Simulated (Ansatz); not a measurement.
`[OH][Y]([F])[F]` + NH₃ → `[NH2][Y]([F])[F]` + H₂O at 400 K and 1 bar (ligand exchange at a Y–O bond).

Calculated with Ansatz (gas phase, PBE0-D4/def2-TZVP geometries, no zero-point term in ΔE). CCSD(T)/CBS adds triple-zeta CCSD(T) − MP2 to the extrapolated MP2 energy (def2 sets, frozen cores). This one scheme is used for every species. def2 core potentials past Kr. For Y outer-core shells are correlated without core-valence functions, which leaves a few kJ/mol of doubt a bond. Each species was taken in one conformer, which may not be the lowest.

```
           species  CCSD(T)/CBS energy (Eh)  H − E (kJ/mol)  S (J/(mol·K))
 `[OH][Y]([F])[F]`               -313.85352            68.5          361.9
               NH₃                -56.50880           104.2          203.1
`[NH2][Y]([F])[F]`               -293.95464           101.0          364.4
               H₂O                -76.37941            69.8          198.6
```

H − E and S are ideal-gas, rigid-rotor, harmonic terms from PBE0-D4/def2-TZVP, for one conformer and one mirror image of each species. 1 Eh = 2625.50 kJ/mol, R = 8.31446 J/(mol·K).

Task: By hand: ΔE, ΔH, ΔS and ΔG.

Result: ΔE = (-293.95464) + (-76.37941) − (-313.85352) − (-56.50880) = 0.02827 Eh = 74.2 kJ/mol. Δ(H − E) = 101.0 + 69.8 − 68.5 − 104.2 = -1.9, so ΔH = 72.3 kJ/mol. ΔS = 364.4 + 198.6 − 361.9 − 203.1 = -2.0 J/(mol·K). ΔG = 72.3 − 400 × (-2.0)/1000 = 73.1 kJ/mol.

Task: By hand: the equilibrium constant, and the temperature at which ΔG would vanish if ΔH and ΔS stayed fixed.

Result: log₁₀ K = −ΔG/(RT ln 10) = -9.5. ΔH and −TΔS have one sign here, so there is no such temperature.

The number of gas molecules stays the same, so ΔS is small and ΔH decides. A doubt of 5 kJ/mol in ΔE shifts log₁₀ K by 0.7 here. Other conformers and mirror images would add mixing entropy, several J/(mol·K) or more a flexible species. Modes under 60 cm⁻¹, often nearly free rotors, make the harmonic entropy too high. These are equilibria of isolated gas molecules and say nothing of rates. Largest T1 diagnostic: 0.015 (customary marks: 0.02 for closed shells, 0.045 for open ones).

ΔS is within the doubt of such terms, so its sign, and with it that verdict, could turn.
